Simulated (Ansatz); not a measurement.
Reaction (formal exchange of groups at the Si–N bond): `C/N=C/N[SiH3]` + `[F][GaH][Cl]` → `[F][Ga]([SiH3])[Cl]` + `C/N=C\N`

Gas-phase electronic energies from Ansatz, PBE0-D4/def2-TZVP geometries. CCSD(T)/CBS is the MP2 limit (def2-TZVPP, def2-QZVPP) plus CCSD(T) − MP2 in def2-TZVPP, frozen cores. Double bonds are as drawn, so ΔE can hold a change between cis and trans. Functionals use def2-TZVPP. For Ga outer-core shells are correlated without core-valence functions, which leaves a few kJ/mol of doubt a bond. Scalar relativity is left out up to krypton. One conformer a species, not always the lowest.

```json
{"level": "PBE", "ΔE (kJ/mol)": "14.4"}
{"level": "HF/def2-TZVPP", "ΔE (kJ/mol)": "48.0"}
{"level": "MP2/def2-QZVPP", "ΔE (kJ/mol)": "41.3"}
{"level": "SCS-MP2/def2-QZVPP", "ΔE (kJ/mol)": "43.5"}
```

(1) What does CCSD(T)/CBS give? (An estimate is asked.)

Largest T1 diagnostic among the species: 0.013.

Answers

(1) Computed: +32.7 kJ/mol. The listed levels differ from it by -18.3, 15.3, 8.6, 10.8 kJ/mol.

From PBE to PBE0 (25 % exact exchange), in def2-TZVPP and without D4, ΔE moves by +6.7 kJ/mol. In def2-TZVPP, CCSD(T) changes the Hartree–Fock value by −12.4 kJ/mol (the triples alone add −1.3 kJ/mol) and MP2 by −5.7 kJ/mol.
